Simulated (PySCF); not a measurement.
Distorted geometries of [La(NH3)]3+

[La(NH3)]3+ (singlet). PySCF 2.14.0, RKS PBE, La lcecp-1-SVP with ECP46, N def2-SVP, H def2-SVP; non-relativistic Hamiltonian with scalar-relativistic core potentials where named; density fitting; no spin-orbit coupling. Relaxed geometry:

```xyz
5

La    0.0000    0.0000   -0.2237
N     0.0000    0.0000    2.2622
H     0.9488    0.0000    2.7222
H    -0.4744    0.8217    2.7222
H    -0.4744   -0.8217    2.7222
```

Order these distorted geometries by energy above the relaxed one, lowest first.
A.
```xyz
5

La    0.1700    0.0200   -0.3038
N     0.0421   -0.0368    2.4250
H     0.6437    0.0149    2.6371
H    -0.4745    0.6931    2.5619
H    -0.3813   -0.6911    2.8847
```
B.
```xyz
5

La    0.0333   -0.0910   -0.3609
N    -0.0119    0.0012    2.4353
H     0.9297   -0.0211    2.7829
H    -0.4192    0.9966    2.6382
H    -0.5319   -0.8857    2.7094
```
C.
```xyz
5

La    0.0376    0.0414   -0.3503
N    -0.0408    0.0085    2.2324
H     0.9183   -0.0011    2.7149
H    -0.4949    0.7659    2.7549
H    -0.4201   -0.8148    2.8531
```

C (0.20 eV), B (0.57 eV), A (9.90 eV).

Which forces (eV/Å) act in the one that lies 0.20 eV up?


```
La  -0.13 -0.05  0.80
N    0.95 -1.94  1.08
H   -0.26  0.32 -0.65
H   -0.55  1.12  0.11
H   -0.01  0.55 -1.34
```
Forces carry noise of the integration grid, about 0.01 to 0.03 eV/Å.

No frequency check is given that shows the relaxed geometry to be a minimum.
